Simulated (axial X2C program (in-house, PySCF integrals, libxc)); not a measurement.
What spin–orbit coupling does to BaPd⁺

Computed with an in-house relativistic program for diatomic molecules. Spin-free means the one-electron spin-free X2C Hamiltonian; two-component (2c) means X2C with spin–orbit coupling and atomic mean-field two-electron Coulomb and Gaunt terms, so the difference of the two also holds small scalar two-electron terms. Basis: Ba dyall-v2z [12s13p8d], Pd dyall-v2z [10s10p7d2f] (cores contracted in-house); Gaussian nuclei, density fitting, unrestricted open shells. Masses: Ba 137.905 u, Pd 105.903 u.

Spin-free state: M_S = 1/2, Λ = 0 (beyond evenly filled blocks: σα); fragments Ba+ + Pd.

```json
{"level": "PBE0", "Re (Å)": "2.609", "ωe (cm⁻¹)": "169.9", "De (eV)": "2.217", "μ (D)": "-6.84"}
{"level": "HF", "Re (Å)": "2.846", "ωe (cm⁻¹)": "115.6", "De (eV)": "n/a", "μ (D)": "-7.20"}
{"level": "MP2", "Re (Å)": "2.623", "ωe (cm⁻¹)": "165.2", "De (eV)": "1.762", "μ (D)": "n/a"}
{"level": "BLYP", "Re (Å)": "2.656", "ωe (cm⁻¹)": "163.2", "De (eV)": "2.369", "μ (D)": "-6.80"}
{"level": "BHandHLYP", "Re (Å)": "2.665", "ωe (cm⁻¹)": "156.1", "De (eV)": "1.580", "μ (D)": "-7.24"}
```

Correlated methods: 19 electrons correlated (number of frozen shells: Ba 4 s, 3 p, 2 d; Pd 4 s, 3 p, 1 d), 195 virtual spin orbitals or spinors in MP2.

Dipoles are positive if Pd is the positive end and refer to the centre of mass.

Two-component determinant lowest at the distance of the search:

Ω = 1/2 (⟨Sz⟩ = 0.50, ⟨Lz⟩ = 0.00 at HF); fragments Ba+ + Pd.

```tsv
level	Re (Å)	ωe (cm⁻¹)	De (eV)	μ (D)
PBE0	2.610	169.9	2.225	-6.83
HF	2.845	115.9	n/a	-7.20
MP2	2.624	165.2	1.767	n/a
BLYP	2.657	163.1	2.378	-6.79
BHandHLYP	2.666	156.1	1.587	-7.23
```

(1) From the two tables, how do the constants change at the MP2 level (2c against spin-free)?

The state is one determinant whose occupation by symmetry is held fixed; it was picked as the lowest of a PBE0 search that is not exhaustive. De is counted from the lowest determinant-based energies of the atoms at the same level, without counterpoise correction. De is not given where an atomic determinant may have missed its ground term or J level, or where the truncated virtual space spoils (T). Density functionals use the spin component along the axis (collinear).

## Answers

(1) At the MP2 level Re increases by 0.001 Å and ωe is unchanged to within 0.2 cm⁻¹; De changes by 0.005 eV.
